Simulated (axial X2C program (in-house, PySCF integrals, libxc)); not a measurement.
# Nuclear properties of AsTe

Calculated with an in-house all-electron X2C program for linear molecules (integrals from PySCF): two-component X2C with atomic mean-field Coulomb and Gaunt terms, Gaussian nuclei, basis Te dyall-cv3z, As dyall-cv3z with contracted cores.

R = 2.347 Å (near the PBE0 minimum at charge 0 of the determinant lowest at the starting distance; the state shown can have its own minimum elsewhere).

Input and command:
```json
{"zs": [52, 33], "q": 0, "bas": ["dyall-cv3z", "dyall-cv3z"], "r0": 2.42, "levels": ["PBE0", "HF", "BHandHLYP", "LDA", "BP86"], "nst": 3}
```
```bash
python soeom.py task.json out
```

Keys: zs atomic numbers; q charge; bas basis sets; r0 starting distance in Å; levels methods; nst determinants followed.

Determinant lowest in the PBE0 search, Ω = 1/2 (⟨Sz⟩ = -0.50, ⟨Lz⟩ = 1.00 at PBE0), spin on the atoms Te -0.01, As -0.49:

| level | Eeff magnitude (GV/cm) | Ws magnitude Te (kHz) | Ws magnitude As (kHz) | A∥/gI Te (MHz) | qzz Te (a.u.) | A∥/gI As (MHz) | qzz As (a.u.) | μ (D) |
| --- | --- | --- | --- | --- | --- | --- | --- | --- |
| PBE0 | 0.894 | 0.587 | 0.152 | 1510 | 1.26 | 1340 | -1.23 | 0.07 |
| HF | 3.03 | 2.35 | 0.651 | 1780 | 1.53 | 824 | -1.11 | 0.18 |
| BHandHLYP | 0.897 | 0.551 | 0.17 | 1510 | 1.44 | 1210 | -1.38 | 0.19 |
| LDA | 0.908 | 0.82 | 0.0142 | 1560 | 1.01 | 1370 | -0.88 | -0.11 |
| BP86 | 0.817 | 0.615 | 0.0801 | 1540 | 1.03 | 1360 | -0.96 | -0.08 |

Determinant 0.33 eV from it at PBE0 and this distance, Ω = 3/2 (⟨Sz⟩ = 0.51, ⟨Lz⟩ = 0.99 at PBE0), spin on the atoms Te 0.13, As 0.38:

```json
{"level": "PBE0", "Eeff magnitude (GV/cm)": "0.172", "Ws magnitude Te (kHz)": "0.255", "Ws magnitude As (kHz)": "0.0807", "A∥/gI Te (MHz)": "332", "qzz Te (a.u.)": "1.00", "A∥/gI As (MHz)": "174", "qzz As (a.u.)": "-1.42", "μ (D)": "0.20"}
{"level": "HF", "Eeff magnitude (GV/cm)": "0.0796", "Ws magnitude Te (kHz)": "0.359", "Ws magnitude As (kHz)": "0.176", "A∥/gI Te (MHz)": "885", "qzz Te (a.u.)": "0.96", "A∥/gI As (MHz)": "-117", "qzz As (a.u.)": "-1.13", "μ (D)": "0.41"}
{"level": "BHandHLYP", "Eeff magnitude (GV/cm)": "0.161", "Ws magnitude Te (kHz)": "0.262", "Ws magnitude As (kHz)": "0.0874", "A∥/gI Te (MHz)": "361", "qzz Te (a.u.)": "1.29", "A∥/gI As (MHz)": "204", "qzz As (a.u.)": "-1.71", "μ (D)": "0.37"}
{"level": "LDA", "Eeff magnitude (GV/cm)": "0.0219", "Ws magnitude Te (kHz)": "0.108", "Ws magnitude As (kHz)": "0.0355", "A∥/gI Te (MHz)": "303", "qzz Te (a.u.)": "0.79", "A∥/gI As (MHz)": "213", "qzz As (a.u.)": "-1.06", "μ (D)": "0.02"}
{"level": "BP86", "Eeff magnitude (GV/cm)": "0.118", "Ws magnitude Te (kHz)": "0.193", "Ws magnitude As (kHz)": "0.0553", "A∥/gI Te (MHz)": "299", "qzz Te (a.u.)": "0.79", "A∥/gI As (MHz)": "187", "qzz As (a.u.)": "-1.13", "μ (D)": "0.04"}
```

Eeff is the effective electric field on the electron electric dipole moment in this Ω state and Ws the scalar–pseudoscalar constant of the nucleus named (defined with the proton number Z and per Ω); A∥ (defined per Ω) follows by multiplying with gI = μI/(I μN); qzz is the electric field gradient, eQq0 = 234.96 MHz × Q/barn × qzz; μ is positive if the As end (last atom) is positive. The operators were transformed with the bare-nucleus X2C matrices; with these basis sets, hyperfine constants and field gradients can be off by tens of per cent, and where levels differ in sign neither size nor sign is settled.

Problem. With gI(125Te) = -1.7770, gI(75As) = 0.9597, Q(75As) = 0.311 barn (g factors from the IAEA table of nuclear moments by Stone; Q from Pyykkö, Mol. Phys. 2018), turn the PBE0 values of the first state into constants in MHz.

Solution. A∥(125Te) = 1510 × -1.7770 = -2680 MHz; A∥(75As) = 1340 × 0.9597 = 1290 MHz; eQq0(75As) = 234.96 × (0.311) × (-1.23) = -89.9 MHz.

Each state is one determinant with collinear spin. Unrestricted Hartree–Fock can overshoot spin polarisation at the nuclei. In the state Ω = 3/2 the sign of Eeff differs between levels (LDA against PBE0). Where Eeff spreads by more than a factor of two the levels disagree and none is to be relied on. The search compared states at one distance, so a state with another bond length can lie lower. Further determinants of the search, some of them spin-mixed, are not shown. PBE0 term energies can be off by some tenths of an eV.
